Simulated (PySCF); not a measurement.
These 2 structures share the formula C6H9Al. Theory: PBE0-D3(BJ)/def2-SVP geometry optimisation, gas phase in PySCF 2.14.0. Energies are electronic, without zero-point or thermal terms, for one conformer each. No frequencies were run at this level. Point groups hold within 0.08 Å.

Question: Rank from lowest to highest electronic energy at this level (kcal/mol).
A. `[CH2:1]=[CH:2][Al:3]([CH:4]=[CH2:5])[CH:6]=[CH2:7]` with C1–C2–Al3–C4 179°, C2–Al3–C4–C5 -1°, C2–Al3–C6–C7 179°
B. `[CH:1]#[C:2][C@H:3]1[CH2:4][CH2:5][CH2:6][AlH:7]1` with C2–C3–C4–C5 159°, C3–C4–C5–C6 -54°, C4–C5–C6–Al7 37°, C5–C6–Al7–C3 -13°

Answer: B (0.0), A (1.4).

As drawn, the lower has a C≡C bond, which the higher lacks; the higher has a C=C bond outside aromatic rings, which the lower lacks. Neighbours under 2.5 kcal/mol apart (C#C[C@H]1CC[CH2][AlH]1 and C=[CH][Al]([CH]=C)[CH]=C) can change places with a better method, another conformer or zero-point energy.

```
                  SMILES      E (Eh)  E rel (kcal/mol)  dipole (D)  point group      A, B, C (MHz)
  C#C[C@H]1CC[CH2][AlH]1  -475.77071               0.0        1.51           C1   4027, 1578, 1229
C=[CH][Al]([CH]=C)[CH]=C  -475.76852               1.4        0.01            –  1900, 1896, 949.0
```

Q: How do the relative energies change in single points at PBE0/pcSseg-1 (no added dispersion term) on the same geometries?

A: 
```json
{"SMILES": "C#C[C@H]1CC[CH2][AlH]1", "PBE0-D3(BJ)/def2-SVP (kcal/mol)": "0.0", "PBE0/pcSseg-1 (kcal/mol)": "1.5", "shift": "+1.5"}
{"SMILES": "C=[CH][Al]([CH]=C)[CH]=C", "PBE0-D3(BJ)/def2-SVP (kcal/mol)": "1.4", "PBE0/pcSseg-1 (kcal/mol)": "0.0", "shift": "-1.4"}
```

Each column counts from its own lowest isomer. C=[CH][Al]([CH]=C)[CH]=C becomes the lowest; the largest shift is 1.5 kcal/mol.

Q: As an exercise, what shares would exp(−E/RT) give at 298.15 K from these electronic energies alone (no entropy, no degeneracies)?

A: RT = 0.592 kcal/mol: C#C[C@H]1CC[CH2][AlH]1 91.0 %, C=[CH][Al]([CH]=C)[CH]=C 9.0 %.
